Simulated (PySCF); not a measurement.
## Interval between two levels of Nb+ by level of theory

Nb+ [Kr] 4d4 [5D4, M_J = 4] → Nb+ [Kr] 4d3 5s1 [5F5, M_J = 5], as a difference of total energies. Calculation: PySCF 2.14, in x2c-TZVPall-2c with one added diffuse shell each of s, p, d type (9s10p8d1f, 86 functions); the two-component X2C-1e Hamiltonian. Correlated levels: [Ar] 3d10 frozen; the 6 highest virtual spinors dropped. "Screened" scales the spin-orbit matrix elements by Boettger's factors to mimic the two-electron term; Breit and QED terms are absent.

```tsv
method	interval between two levels (cm⁻¹)	error (cm⁻¹)
GHF (spin-free)	1087.6	-1834
GMP2 (spin-free)	946.78	-1974
GHF (screened spin-orbit)	1375.1	-1546
GMP2 (screened spin-orbit)	1262.0	-1659
```

Reference: 2921.2 cm⁻¹ (measured; NIST Handbook of Basic Atomic Spectroscopic Data (Sansonetti and Martin, J. Phys. Chem. Ref. Data 34, 1559 (2005))).

The spin-free rows relax to the high-spin LS determinant and lack the spin-orbit shift.

Errors of the correlated levels include the incompleteness of this basis and the frozen core.

The labels give the starting determinants; with spin-orbit coupling the two ends relaxed to ⟨J²⟩ = 20.04, ⟨L²⟩ = 6.07, ⟨S²⟩ = 6.00 and ⟨J²⟩ = 30.01, ⟨L²⟩ = 12.05, ⟨S²⟩ = 6.00.
